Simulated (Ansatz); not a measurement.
System: InBr, charge 0, multiplicity 1. SMILES: [Br][In]
Geometry: optimised at B3LYP-D3(BJ)/def2-TZVP (Ansatz, an electronic-structure program).

Computed values are from Ansatz. Cores are frozen in the correlated levels unless marked. UHF or UKS for open shells. No spin-orbit coupling. The frozen core is the preceding noble-gas configuration, with the filled d and f shells of earlier blocks. In def2 rows, elements after Kr have scalar-relativistic effective core potentials. Basis-set limits of correlation are two-point, X^-3; Hartree-Fock from the larger set.

| Quantity | Value |
|---|---|
| atomisation energy De | 408.2 kJ/mol at CCSD(T)/CBS(def2-TZVPPD,def2-QZVPPD) |
| vertical ionisation energy (to the doublet) | 9.17 eV at CCSD(T)/CBS(def2-TZVPPD,def2-QZVPPD) |
| total energy | -2762.0443 Eh at CCSD(T)/CBS(def2-TZVPPD,def2-QZVPPD) |
| dipole moment | 3.71 D at CCSD(T)/def2-SVPD |
| T1 diagnostic | 0.011 at CCSD/def2-QZVPPD |
